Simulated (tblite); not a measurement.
Species: C6H11N (charge +1 and doublet state).
SMILES with atom numbers: `[CH3:1][C:2]1=[CH:3][C@@H:4]([CH2:5][NH2+:6])[CH2:7]1` (hydrogens: H8, H9, H10 on C1; H11 on C3; H12 on C4; H13, H14 on C5; H15, H16 on N6; H17, H18 on C7)

Structure optimised with GFN2-xTB, isolated species. This method treats the open shell by occupation alone, without spin polarisation.

Q: List the bond lengths, angles and torsions at this level.

A: 
```csv
bond,length (Å),order
C1–C2,1.459,single
C2=C3,1.368,double
C3–C4,1.481,single
C4–C5,1.584,single
C5–N6,1.393,single
C4–C7,1.553,single
C2–C7,1.502,single
"C1–H8, C1–H9, C1–H10",1.091,single
C3–H11,1.074,single
C4–H12,1.089,single
C5–H13,1.096,single
C5–H14,1.091,single
N6–H15,1.008,single
N6–H16,1.007,single
C7–H17,1.089,single
C7–H18,1.088,single
```

Bonds in one row agree within 0.01 Å and their mean is given. Orders are formal, as drawn. A selection of angles:
```csv
angle,degrees
C2–C1–H8,111.6
C2–C1–H10,108.9
H8–C1–H9,110.0
H9–C1–H10,105.5
C1–C2–C3,135.0
C1–C2–C7,131.1
C3–C2–C7,93.6
C2–C3–C4,93.4
C2–C3–H11,134.4
C4–C3–H11,132.2
C3–C4–C5,114.3
C3–C4–C7,87.2
C3–C4–H12,116.4
C5–C4–C7,114.0
C5–C4–H12,108.2
C7–C4–H12,115.8
C4–C5–N6,114.3
C4–C5–H13,103.8
C4–C5–H14,108.4
N6–C5–H13,109.9
N6–C5–H14,110.2
H13–C5–H14,110.1
C5–N6–H15,119.4
C5–N6–H16,120.4
H15–N6–H16,116.4
C4–C7–H17,117.0
C4–C7–H18,114.2
C2–C7–C4,85.6
C2–C7–H17,114.9
C2–C7–H18,115.0
H17–C7–H18,108.9
```

Torsions: C1–C2–C3–C4 -169° (antiperiplanar); C2–C3–C4–C5 -119° (anticlinal); C3–C4–C5–N6 -80° (synclinal); C3–C4–C7–C2 3° (synperiplanar); C1–C2–C7–C4 170° (antiperiplanar).

C2 (carbon bonded to 3 C) is planar (angles 135.0°, 131.1° and 93.6°, sum 359.6°, 0.05 Å off the plane of its three neighbours). The C–C distances run from 1.368 Å (C2=C3, drawn double) to 1.584 Å (C4–C5, drawn single), a spread of 0.216 Å. C3 (carbon bonded to 2 C and H) is planar (angles 134.4°, 132.2° and 93.4°, sum 360.0°, 0.00 Å off the plane of its three neighbours). The 4-membered ring C2–C3–C4–C7 has internal angles of 85.6° to 93.6° (sum 360°, against 360° for a flat polygon); it is almost planar, 0.02 Å rms from its mean plane, widest ring torsion 4°. N6 (nitrogen bonded to C and 2 H) is almost planar (angles 120.4°, 119.4° and 116.4°, sum 356.2°, 0.13 Å off the plane of its three neighbours).

Point group: C1 (no symmetry element, even within 0.4 Å). GFN2-xTB frequencies show an imaginary mode (86i cm⁻¹), so the point is no minimum at that level. Torsions: C3–C4–C5–N6 -80°, C4–C5–N6–H -65° and 93°.

One conformer stands for the species.

These are computed values.
